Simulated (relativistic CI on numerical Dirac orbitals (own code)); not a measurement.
## Level scheme of Mo26+

These numbers are calculated, not measured: Dirac-Coulomb-Breit CI, KLI orbitals optimised for each configuration, a model potential for QED, unscaled Slater integrals (own radial code, finite nucleus).

CI space (outside the closed core [Ne]): 3s2.3p4, 3s.3p5, 3s2.3p3.3d, 3p6, 3s.3p4.3d, 3p5.3d, 3s.3p3.3d2, 3s2.3p2.3d.4p, 3p5.4s, 3s2.3p3.4s, 3s.3p3.3d.4s, 3p5.4p, 3s2.3p3.4p, 3s2.3p3.4d, 3s.3p4.4s, 3p4.3d.4p, 3s2.3p3.4f, 3s.3p4.4p, 3s.3p4.4d, 3s.3p4.4f, 3s2.3p3.5s, 3s2.3p3.5p, 3s2.3p3.5d, 3s2.3p2.4s.4p, 3s2.3p3.5f, 3s2.3p3.5g, 3s.3p3.4s2, 3s.3p4.5s, 3s.3p4.5p, 3s2.3p2.3d2, 3s2.3p.3d3, 3s.3p2.3d3, 3s2.3p.3d2.4s, 3s2.3p.3d2.4p, 3s2.3p.3d2.4d, 3p4.3d2, 3p3.3d3, 3p3.3d2.4s, 3p3.3d2.4p, 3p3.3d2.4d, 3s2.3p2.3d.4s, 3s.3p2.3d2.4s, 3s2.3p.3d.4s2, 3s2.3p.3d.4s.4p, 3s2.3p.3d.4s.4d, 3p4.3d.4s, 3p3.3d.4s2, 3p3.3d.4s.4p, 3p3.3d.4s.4d, 3s2.3p2.4s2, 3s.3p2.3d.4s2, 3s2.3p.4s2.4p, 3s2.3p.4s2.4d, 3s2.3p2.4p2, 3s2.3p.3d.4p2, 3s.3p2.3d.4p2, 3s2.3p.4s.4p2, 3s2.3p.4p3, 3s2.3p.4p2.4d. Double excitations out of closed p, d and f shells are left out; levels of such configurations are missing from the list, as are those of other unlisted configurations, and high levels can miss mixing partners. These lack a partner that the ground configuration has and come out too high: 3s2.3p3.4f, 3s.3p4.4p, 3s.3p4.4d, 3s.3p4.4f, 3s2.3p3.5s.

The lowest level is 3s2.3p4 3P_2, with 77 % of that term; Hund's rules for 3s2.3p4 give 3P with J = 2, in agreement.

```tsv
No.	Configuration	Term	J	E (eV)	%	Landé g	Lifetime (s)
1	3s2.3p4	3P	2	0.000	77	1.389	
2	3s2.3p4	3P	0	8.477	52		3.83e-01
3	3s2.3p4	3P	1	21.692	98	1.498	9.47e-06
4	3s2.3p4	1D	2	27.127	76	1.104	1.39e-05
5	3s2.3p4	1S	0	53.080	51		2.43e-06
6	3s.3p5	3P°	2	95.050	75	1.493	8.41e-11
7	3s.3p5	3P°	1	102.142	44	1.341	6.85e-11
8	3s2.3p3.3d	3F°	2	110.209	29	1.092	5.93e-10
9	3s2.3p3.3d	5D°	0	110.629	56		2.59e-09
10	3s2.3p3.3d	5D°	3	111.450	44	1.301	1.49e-09
11	3s2.3p3.3d	5D°	1	115.113	63	1.422	5.77e-11
12	3s2.3p3.3d	5D°	4	115.582	60	1.376	7.68e-04
13	3s.3p5	3P°	0	118.686	65		6.43e-11
14	3s2.3p3.3d	5D°	2	119.564	45	1.300	7.46e-11
15	3s2.3p3.3d	1P°	1	124.864	37	1.118	5.69e-11
16	3s2.3p3.3d	3G°	3	126.424	35	1.095	7.77e-11
17	3s2.3p3.3d	3D°	1	128.890	80	0.682	1.93e-10
18	3s2.3p3.3d	3F°	2	129.565	48	0.953	3.36e-10
19	3s2.3p3.3d	1S°	0	130.456	63		1.31e-09
20	3s2.3p3.3d	3F°	3	131.945	71	1.139	2.82e-10
21	3s2.3p3.3d	3D°	3	134.047	60	1.203	3.25e-10
22	3s2.3p3.3d	3G°	4	135.667	58	1.185	1.92e-05
23	3s2.3p3.3d	3D°	1	137.189	75	0.673	3.43e-11
24	3s2.3p3.3d	3F°	4	138.226	65	1.189	2.84e-05
25	3s2.3p3.3d	1G°	4	141.006	48	1.089	8.18e-05
26	3s2.3p3.3d	3G°	5	142.696	98	1.197	5.89e-05
27	3s2.3p3.3d	3F°	2	143.035	39	0.946	6.06e-11
28	3s2.3p3.3d	3P°	1	147.898	38	1.357	1.17e-11
29	3s2.3p3.3d	3P°	0	148.913	57		4.80e-11
30	3s2.3p3.3d	3D°	2	150.929	60	1.215	1.09e-10
31	3s2.3p3.3d	3F°	2	152.752	39	1.108	6.71e-12
32	3s2.3p3.3d	3F°	3	153.461	52	1.092	1.62e-11
33	3s2.3p3.3d	3D°	3	155.138	59	1.185	1.12e-11
34	3s2.3p3.3d	3P°	2	156.704	36	1.206	4.70e-12
35	3s2.3p3.3d	3P°	1	157.974	49	1.391	2.93e-12
36	3s2.3p3.3d	1F°	3	159.759	37	1.155	4.53e-12
37	3s2.3p3.3d	3S°	1	162.296	52	1.536	3.63e-12
38	3s2.3p3.3d	3F°	4	166.605	57	1.197	4.04e-06
39	3s2.3p3.3d	3D°	2	166.993	38	1.150	4.51e-12
40	3s2.3p3.3d	3D°	1	167.744	41	0.864	3.29e-12
41	3s2.3p3.3d	3P°	2	169.776	47	1.290	1.34e-11
42	3s2.3p3.3d	3P°	0	174.798	73		2.60e-12
43	3s2.3p3.3d	3D°	3	175.832	42	1.158	2.70e-10
44	3s2.3p3.3d	3P°	1	176.589	29	1.172	2.87e-12
45	3s2.3p3.3d	1D°	2	182.070	49	1.047	3.59e-12
46	3s2.3p3.3d	1F°	3	182.895	69	1.061	2.91e-12
47	3s2.3p3.3d	1P°	1	197.430	56	0.911	3.49e-12
48	3s.3p4.3d	5D	3	197.598	68	1.458	1.38e-10
49	3s.3p4.3d	5D	2	197.713	62	1.485	1.25e-10
50	3s.3p4.3d	5D	1	199.518	54	1.616	1.09e-10
51	3s.3p4.3d	5D	4	199.636	68	1.452	1.51e-10
52	3p6	1S	0	202.020	46		3.46e-11
53	3s.3p4.3d	5D	0	203.070	62		9.61e-11
54	3s.3p4.3d	5F	5	208.558	81	1.370	5.75e-11
55	3s.3p4.3d	3F	4	211.230	38	1.264	6.30e-11
56	3s.3p4.3d	5P	1	211.231	47	1.835	4.46e-11
57	3s.3p4.3d	5P	2	213.628	38	1.495	6.43e-11
58	3s.3p4.3d	5F	2	215.795	41	1.053	5.02e-11
59	3s.3p4.3d	5F	3	215.825	52	1.179	3.71e-11
60	3s.3p4.3d	5F	1	216.991	45	0.558	3.63e-11
61	3s.3p4.3d	3P	0	218.098	57		7.74e-11
62	3s.3p4.3d	3P	1	218.126	49	1.261	4.20e-11
63	3s.3p4.3d	3F	4	220.864	34	1.247	6.44e-11
64	3s.3p4.3d	5P	3	221.859	41	1.425	4.62e-11
65	3s.3p4.3d	3D	2	222.442	20	1.188	3.95e-11
66	3s.3p4.3d	3D	1	222.579	47	0.727	4.20e-11
67	3s.3p4.3d	5P	3	223.162	24	1.284	3.43e-11
68	3s2.3p2.3d2	5G	2	224.679	28	0.868	7.58e-11
69	3s.3p4.3d	3G	3	227.923	41	0.960	2.05e-11
70	3s.3p4.3d	3D	2	229.750	19	1.173	5.57e-11
```

Energies count from the lowest computed level; ° marks odd parity; lifetimes are radiative, by E1, M1, E2, M2, E3 decay to levels of this space only.

The mean weight of the leading LS term, summed over parents, in these 70 levels is 52 %, and that of the leading jj configuration (from the same eigenvectors) 60 %.

At this charge energies of transitions that change n are usually good to better than 1 %, and those within a shell (Δn = 0) to a few per cent.

LS names give the leading component of a level, which can be under half, so a name can repeat, a term be missing and a line seem to break the LS rules.
